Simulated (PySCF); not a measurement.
B(F)(GeH3)(OH) (BFGeH4O), SMILES O[B](F)[GeH3]. Coordinates come from a r2SCAN-D4/def2-SVP optimisation. Other conformers were not sampled.

Computed equilibrium geometry at r2SCAN-D4/def2-SVP (PySCF confirms it by a frequency run) as bond lengths and angles, and its point group (one conformer of several):
point group Cs.
Atoms: B1 F2 Ge3 H4 H5 H6 O7 H8. Bonds (Å): B1–F2 1.341, B1–Ge3 2.068, B1–O7 1.348, Ge3–H4 1.538, Ge3–H5 1.538, Ge3–H6 1.535, O7–H8 0.971. Angles (°): F2–B1–Ge3 120.2, F2–B1–O7 118.9, Ge3–B1–O7 120.9, B1–Ge3–H4 110.6, B1–Ge3–H5 110.6, B1–Ge3–H6 112.0, H4–Ge3–H5 106.8, H4–Ge3–H6 108.3, H5–Ge3–H6 108.3, B1–O7–H8 112.3.
Charge 0, spin multiplicity 1.
